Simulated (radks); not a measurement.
Values are calculated unless marked as measured or tabulated.
Spherical quantum dot in the effective-mass picture: electrons in a hard-walled sphere of radius 1.74, all in effective atomic units (hartree* = m*/eps^2 hartree, bohr* = eps/m* bohr), one dielectric constant everywhere. Level of theory: non-relativistic Kohn-Sham, LDA (Slater exchange, Perdew-Wang correlation), spin-polarised, spherical densities (a radial shooting solver with Libxc functionals). Levels are named by radial order and angular momentum (1s, 1p, 1d, 2s, ...), and open shells are averaged over m.

N = 29, configuration 1s2 1p6 1d10 1f(up 7, down 4). This is the lowest configuration that the search found. Occupied and some empty levels:

level,occupation,eigenvalue (hartree*),<r> (bohr*)
1s up,1,23.704,1.082
1s down,1,23.767,1.079
1p up,3,24.762,1.162
1p down,3,24.832,1.161
1d up,5,26.421,1.218
1d down,5,26.495,1.218
1f up,7,28.605,1.261
1f down,4,28.681,1.261
2s up,0,28.809,0.7974
2s down,0,28.840,0.7984
1g up,0,31.272,1.295
1g down,0,31.349,1.295
2p up,0,31.897,0.9130
2p down,0,31.936,0.9129
2d up,0,35.460,0.9914
2d down,0,35.506,0.9911

Energy (hartree*): total 466.569, kinetic 176.80, external 0, Hartree 318.22, exchange-correlation -28.455.
